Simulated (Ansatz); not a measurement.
A CCSD(T) single point on C2H5BBrN (`NB1CC1Br`).

```yaml
crystal:
  periodic: [false, false, false]
  atoms:
    - {symbol: N, position_ang: [-1.105459, 0.409888, 1.369904]}
    - {symbol: B, position_ang: [-0.177715, 0.080042, 0.414620]}
    - {symbol: C, position_ang: [0.706535, -0.952845, -0.288840]}
    - {symbol: C, position_ang: [0.585927, 0.479803, -0.844980]}
    - {symbol: Br, position_ang: [-0.362368, 0.751328, -2.498374]}
    - {symbol: H, position_ang: [-1.424472, -0.235085, 2.072871]}
    - {symbol: H, position_ang: [-1.550778, 1.311586, 1.405780]}
    - {symbol: H, position_ang: [0.224299, -1.746899, -0.853145]}
    - {symbol: H, position_ang: [1.698113, -1.226571, 0.059925]}
    - {symbol: H, position_ang: [1.489019, 1.077554, -0.834760]}
basis:
  gaussian: {orbitals: def2-SVP}
correlation: {method: ccsd_t}
```

```sh
$ ansatz run in.yaml --threads 4 --pin off --events-out ev --progress --plain --max-ram 10444MiB
```

The program prints (abridged):

```
Functional definition: HF
1139 factors; integrals over basis functions are off by at most 1.2e-3 eV
mean field evaluation 1: about -74277.7495 eV, gradient 3.3e1 eV
mean field evaluation 2: about -74277.8391 eV, gradient 3.2e1 eV
mean field evaluation 4: about -74280.6592 eV, gradient 3.2e0 eV
mean field evaluation 8: about -74280.7018 eV, gradient 2.8e-4 eV
mean field -74280.70178375 eV, -2729.7654412849 hartree, gradient 4.9e-6 eV, S^2 0.000000; 0 other end points of the search recorded, 0 dependent functions left out
13 core orbitals not correlated: weight in the atoms' cores, before any rotation towards them, 1.000 or more for the frozen orbitals, at most 0.000 for the correlated occupied ones
reference -74280.70178375 eV, -2729.7654412849 hartree; 19, 19 occupied and 81, 81 virtual orbitals, 1139 factors
second order -20.47580248 eV of doubles, -0.00000000 eV of singles
cycle   1  -20.89531882 eV  change   -4.2e-1 eV  update   9.2e-2
cycle   2  -21.38350093 eV  change   -4.9e-1 eV  update   2.7e-2
cycle   3  -21.47236725 eV  change   -8.9e-2 eV  update   1.4e-2
cycle   4  -21.46468653 eV  change    7.7e-3 eV  update   3.9e-3
cycle   5  -21.46608128 eV  change   -1.4e-3 eV  update   1.7e-3
cycle   6  -21.46586745 eV  change    2.1e-4 eV  update   5.0e-4
cycle   7  -21.46556488 eV  change    3.0e-4 eV  update   1.9e-4
cycle   8  -21.46558353 eV  change   -1.9e-5 eV  update   5.1e-5
cycle   9  -21.46558081 eV  change    2.7e-6 eV  update   1.5e-5
perturbative correction -0.64947225 eV, -0.0238676651 hartree
Total energy: -74302.81683682 eV, -2730.5781544949 hartree
```

It took 4.7 s on 4 threads of an Intel Xeon 6975P-C on a shared host, with 0.62 GiB of host memory at the peak.

The correlation energy is -22.115 eV, 2.9 % of it from (T); the T1 diagnostic reads 0.0102.
